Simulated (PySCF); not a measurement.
Members of one family of related compounds. Computed with TDDFT CAM-B3LYP/def2-SVPD, vertical, gas phase, core orbitals frozen in the response in PySCF. Geometries: GFN2-xTB; one conformer of each isolated species. Triplets are in the Tamm–Dancoff approximation. Ions are computed without counter-ions or solvent.

Question: Rank by computed LUMO energy, lowest first.
A. `O=[P@@H]1CC[C@@H]1[SiH3]`
B. `[SiH3][C@@H]1CC[PH2+]1`
C. `C[P@@H+]1CC[C@@H]1[SiH3]`
D. `C1C[C@@H]([SiH3])[P@@H]1=S`

Answer: B (-4.44 eV), C (-3.63 eV), D (0.83 eV), A (1.00 eV).

| SMILES | LUMO (eV) | gap (eV) | α (au) | T1 (eV) | HOMO (eV) | f (S1) | S1 mainly |
| --- | --- | --- | --- | --- | --- | --- | --- |
| [SiH3][C@@H]1CC[PH2+]1 | -4.44 | 10.24 | 75.2 | 6.40 | -14.67 | 0.021 | H→L (97%) |
| C[P@@H+]1CC[C@@H]1[SiH3] | -3.63 | 10.81 | 86.9 | 6.94 | -14.44 | 0.031 | H→L (96%) |
| [SiH3][C@@H]1CC[P@H]1=S | 0.83 | 8.74 | 107.0 | 5.14 | -7.91 | 0.001 | H→L+1 (63%) |
| O=[P@@H]1CC[C@@H]1[SiH3] | 1.00 | 10.27 | 83.7 | 6.91 | -9.27 | 0.005 | H→L+1 (62%) |

H and L stand for HOMO and LUMO.
